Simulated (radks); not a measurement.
The numbers below are computed, except where a source is named.
Initial-state core-level shifts of the tantalum ion Ta+ when its valence configuration changes from [Xe] 4f14 5d3 6s1. Code: a radial shooting solver on a logarithmic mesh with Libxc functionals. Model: Dirac Kohn-Sham, PBE, spin-unpolarised, spherical densities, finite nucleus; open shells are shared between the two j in proportion to 2j + 1; Fermi nuclear charge, rms radius 5.3507 fm. Shifts are changes of the shell-averaged eigenvalues in eV (positive: less bound); the change of the density at the nucleus, which sets a Mossbauer isomer shift, is in e/bohr^3, on a base of 1.313e+06.

| valence | 2s | 3p | 5s | 5p | density at nucleus |
|---|---|---|---|---|---|
| 4f13 5d3 6s1 6p1 | -14.112 | -15.331 | -8.390 | -7.195 | +97.9 |
| 4f13 5d4 6s1 | -9.796 | -11.056 | -4.217 | -3.238 | +78.6 |
| 4f13 5d5 | -7.270 | -8.558 | -1.767 | -0.950 | -12.1 |
| 4f14 5d2.5 6s1.5 | -1.264 | -1.246 | -1.235 | -1.146 | +47.4 |
| 4f12 5d4 6s2 | -23.339 | -25.972 | -11.220 | -9.051 | +275.6 |
| 4f14 5d3 6s0.5 6p0.5 | -0.722 | -0.723 | -0.724 | -0.717 | -38.4 |
| 4f13.5 5d3.5 6s1 | -4.811 | -5.421 | -2.121 | -1.633 | +38.5 |
| 4f14 5d3 6p1 | -1.433 | -1.435 | -1.437 | -1.422 | -78.3 |
| 4f13 5d3 6s2 | -12.649 | -13.865 | -6.932 | -5.757 | +184.5 |
